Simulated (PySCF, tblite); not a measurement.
Isomers of C8H5FN2, one GFN2-xTB conformer each. Single-point energies are computed at PBE0/pcSseg-1 (PySCF, gas phase, no added dispersion term), electronic only.

Task: Rank them by PBE0/pcSseg-1 energy, lowest first (kJ/mol).
A. `c1(ccc2c(cnnc2)c1)F`
B. `Fc1nncc2ccccc12`

Result: B (0.0), A (18.8).

GFN2-xTB itself gives, in the same order: 0.0, 8.4. Both levels put the same isomer lowest.

Task: Which frontier levels, dipoles and rotational constants go with these structures?

Result: 
```json
{"SMILES": "Fc1nncc2ccccc12", "HOMO (eV, PBE0/pcSseg-1)": "-7.05", "LUMO (eV)": "-2.10", "dipole (D)": "5.83", "A, B, C (MHz)": "2045, 1127, 726.7"}
{"SMILES": "Fc1ccc2cnncc2c1", "HOMO (eV, PBE0/pcSseg-1)": "-6.81", "LUMO (eV)": "-2.16", "dipole (D)": "3.89", "A, B, C (MHz)": "3000, 814.2, 640.4"}
```

Task: What happens when harmonic zero-point energies from GFN2-xTB frequencies are added?

Result: 
```
         SMILES  ZPE (kJ/mol)  electronic (kJ/mol)  with ZPE (kJ/mol)
Fc1nncc2ccccc12         291.7                  0.0                0.0
Fc1ccc2cnncc2c1         290.5                 18.8               17.6
```

The zero-point energies span 1.2 kJ/mol. The order is unchanged.

Task: As an exercise, what shares would exp(−E/RT) give at 1000 K from these electronic energies alone (no entropy, no degeneracies)?

Result: RT = 8.314 kJ/mol: Fc1nncc2ccccc12 90.6 %, Fc1ccc2cnncc2c1 9.4 %.
